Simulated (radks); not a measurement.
Q: These are the eigenvalues of the occupied orbitals of an atom or ion with whole-number occupations (hartree). All-electron calculation, scalar-relativistic Kohn-Sham, LDA (Slater exchange, VWN5 correlation), spin-polarised, spherical densities, finite nucleus; Fermi nuclear charge, rms radius of each element as measured or else 0.836 A^(1/3) + 0.57 fm. Program: a radial shooting solver on a logarithmic mesh with Libxc functionals.

orbital  eigenvalue
1s down   -2807.416
1s up     -2807.416
2s up     -501.8172
2s down   -501.8156
2p up     -437.9815
2p down   -437.9803
3s up     -127.0542
3s down   -127.0260
3p up     -108.3744
3p down   -108.3460
3d up     -87.75129
3d down   -87.72906
4s up     -36.82208
4s down   -36.77546
4p up     -30.64879
4p down   -30.60396
4d up     -23.05405
4d down   -23.01059
5s up     -14.75020
5s down   -14.72961
4f up     -14.55311
4f down   -14.50895

Which element is it, and in what charge state? The configuration may be excited. Open shells, if any, are filled with parallel spins first.

A: Z = 77, iridium, charge +16: Ir16+ in [Kr] 4d10 4f13 5s2. The list shows which subshells hold electrons but not how many an open one holds; the 1s level, -2807.4 hartree, gives Z - s = 74.9 by -(Z - s)^2/2, which with screening and relativity narrows Z to a few neighbours, and the depths of the outer levels then fix element, charge and occupations together.
